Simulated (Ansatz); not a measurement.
A nudged elastic band was laid between two geometries of AlF3 + H2 (6 atoms, charge 0, multiplicity 1).

Level of theory: RKS PBE0-D4/def2-SVP in Ansatz 0.2.0.

| Quantity | Value |
| --- | --- |
| movable images | 7 |
| climbing image | yes |
| spring | 5.0 eV/Å² |
| optimiser | quadratic models (default) |
| start path | through a guess of the saddle point |
| force threshold | 0.05 eV/Å |
| iteration limit | 60 |
| end points | relaxed |

First end point:

```xyz
6
Properties=species:S:1:pos:R:3
Al 0.006 0.083 0.176
F -0.002 0.630 1.735
F 1.425 -0.003 -0.658
F -1.415 -0.077 -0.644
H 0.065 -2.010 0.578
H 0.058 -1.707 1.285
```

Last end point:

```xyz
6
Properties=species:S:1:pos:R:3
Al 0.021 -0.526 -0.233
F 0.018 -0.065 1.736
F 1.419 0.262 -0.668
F -1.423 0.184 -0.654
H 0.064 -2.076 0.066
H 0.037 -0.862 2.224
```

**Question.** What changes between the two ends?

**Answer.** Bonds broken: H5–H6. Bonds formed: Al1–H5, F2–H6. AlF3 + H2 becomes AlF3H2.

**Question.** What energy profile does the band end with?

**Answer.** The forces met the threshold. The highest image is number 5 of 0 to 8, 1.15 eV above the first end and 0.17 eV above the last; the last end lies 0.98 eV above the first. A vibrational analysis at the climbing image gives one clearly imaginary mode, 670i cm⁻¹: a first-order saddle point. The orbitals stay closed-shell, which can raise the energy where a bond breaks towards radicals; this wasn't checked here.

```tsv
image	path coordinate (Å)	energy (eV)	H5–H6 (Å)	Al1–H5 (Å)	F2–H6 (Å)
0	0.00	0.00	0.77	2.13	2.38
1	0.24	0.02	0.77	2.11	2.11
2	0.48	0.14	0.78	2.02	1.83
3	0.73	0.45	0.83	1.88	1.56
4	0.97	0.94	0.97	1.76	1.30
5	1.21	1.15	1.21	1.68	1.08
6	1.53	1.06	1.61	1.61	0.97
7	1.86	1.00	2.04	1.59	0.94
8	2.18	0.98	2.48	1.58	0.93
```

**Question.** What is the geometry of the highest image?

**Answer.** 
```xyz
6
Properties=species:S:1:pos:R:3:forces:R:3
Al 0.017 -0.343 -0.078 0.00 -0.02 0.04
F 0.018 -0.040 1.776 0.00 -0.03 0.00
F 1.443 0.163 -0.738 -0.01 0.01 -0.02
F -1.441 0.094 -0.721 0.01 0.01 -0.02
H 0.057 -1.857 0.641 0.00 0.00 0.00
H 0.042 -1.101 1.590 0.00 0.03 0.01
```

**Question.** What are the harmonic wavenumbers there?

**Answer.** 670i, 168, 225, 319, 470, 731, 797, 971, 1146, 1193, 1714, 2182 cm⁻¹.

The band took 9 iterations and roughly 40 core-seconds.

The run took 44 s on 1 thread of AMD EPYC 9R45 96-Core Processor (Zen 5), on a shared host, peak memory 0.15 GiB.
